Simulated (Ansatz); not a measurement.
H4HfOS3, SMILES `[OH][Hf]([SH])([SH])[SH]`. The species carries charge 0 and has multiplicity 1. Hf takes the def2 core potential. The structure was optimised at the PBE0-D4/def2-TZVP level. It is one conformer, not always the lowest.

```xyz
9

O     0.533    1.997   -0.647
Hf    0.215    0.199   -0.151
S    -1.874   -0.511   -1.204
S     2.134   -1.141   -0.831
S    -0.002   -0.149    2.259
H     0.683    2.939   -0.629
H    -1.926   -1.579   -0.381
H     1.413   -2.272   -0.696
H    -1.175    0.516    2.280
```

Question: What is the dipole moment at ωB97M-V/def2-TZVPP? (Best estimate.)

Answer: The calculation gave: 1.94 D, with components (-0.41, 1.89, 0.05) D in this frame, pointing from negative to positive charge.

Question: And with PBE, r2SCAN, B3LYP? (An estimate is asked.)

Answer: Ansatz gave: PBE 1.83 D, r2SCAN 1.87 D, B3LYP 1.85 D.

Question: Give the Mulliken charges with ωB97M-V, r2SCAN, PBE in def2-TZVPP. (Best estimate.)

Answer: The calculation gave: 
| atom | ωB97M-V | r2SCAN | PBE |
| --- | --- | --- | --- |
| O1 | -0.37 | -0.42 | -0.34 |
| Hf2 | 0.68 | 0.83 | 0.67 |
| S3 | -0.29 | -0.33 | -0.30 |
| S4 | -0.28 | -0.32 | -0.29 |
| S5 | -0.30 | -0.33 | -0.30 |
| H6 | 0.18 | 0.20 | 0.19 |
| H7 | 0.13 | 0.12 | 0.12 |
| H8 | 0.13 | 0.12 | 0.12 |
| H9 | 0.13 | 0.12 | 0.12 |

B3LYP here is the variant with VWN-RPA as its local correlation; programs differ in this.
